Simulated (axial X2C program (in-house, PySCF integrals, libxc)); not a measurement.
# Low determinants of Dy⁺

Computed with an axial X2C code built on PySCF integrals, basis dyall-cv3z (cores contracted in-house), spin-free (one-electron X2C) and two-component (2c, atomic mean-field Coulomb and Gaunt terms). Energies in eV from the lowest row of each column (rows without correlated energies are left out; n/a marks j-coupled starts, which PBE0 does not hold); electrons by l are Mulliken totals of the Hartree–Fock solution, and PBE0 can relax to another configuration under the same block occupation. Coupled cluster uses truncated natural virtuals with an MP2 remainder. Frozen shells in the correlated columns: 4 s, 3 p, 2 d.

The low spin-free determinants:

| electrons by l | M_S, M_L | HF | MP2 | CCSD(T) | PBE0 |
| --- | --- | --- | --- | --- | --- |
| s11 p24 d20 f10 | 5/2, 5 | 0.00 | 0.00 | 0.00 | 0.06 |
| s11 p24 d20 f10 | 5/2, 6 | 0.07 | 0.05 | 0.06 | 0.36 |
| s11 p24 d20 f10 | 3/2, 5 | 0.09 | 0.12 | 0.11 | 0.20 |
| s11 p24 d20 f10 | 3/2, 6 | 0.16 | 0.17 | 0.17 | 0.50 |
| s11 p24 d20 f10 | 5/2, 3 | 0.50 | 0.39 | 0.30 | 0.00 |
| s11 p24 d20 f10 | 3/2, 3 | 0.59 | 0.51 | 0.41 | 0.14 |
| s11 p24 d20 f10 | 5/2, 0 | 1.25 | 0.98 | 0.65 | 0.31 |
| s11 p24 d20 f10 | 5/2, 1 | 1.37 | 1.07 | 0.84 | 0.39 |

And the two-component ones:

```csv
electrons by l,2M_J,HF,MP2,CCSD(T),PBE0
s11 p24 d20 f10,17,1.18,0.00,0.00,0.19
s11 p24 d20 f10,15,1.19,0.03,0.02,0.00
s11 p24 d20 f10,15,1.27,0.11,0.10,0.34
s11 p24 d20 f10,13,1.28,0.14,0.12,0.14
s11 p24 d20 f10,11,1.87,0.59,0.47,0.15
s11 p24 d20 f10,9,1.96,0.70,0.58,0.29
s11 p24 d21 f9,21,0.00,2.06,1.39,n/a
```

Single determinants need not be terms or J levels, so several rows can belong to one term; PBE0 has no current term and treats spin collinearly, and Hartree–Fock breaks spherical symmetry, which spreads rows that should be degenerate. The search is wide but not exhaustive and can miss a configuration; gaps between s and d configurations can be off by some tenths of an eV with this basis and core.

The run took 9.2 min on 1 thread of Arm Neoverse V2, on a shared host.
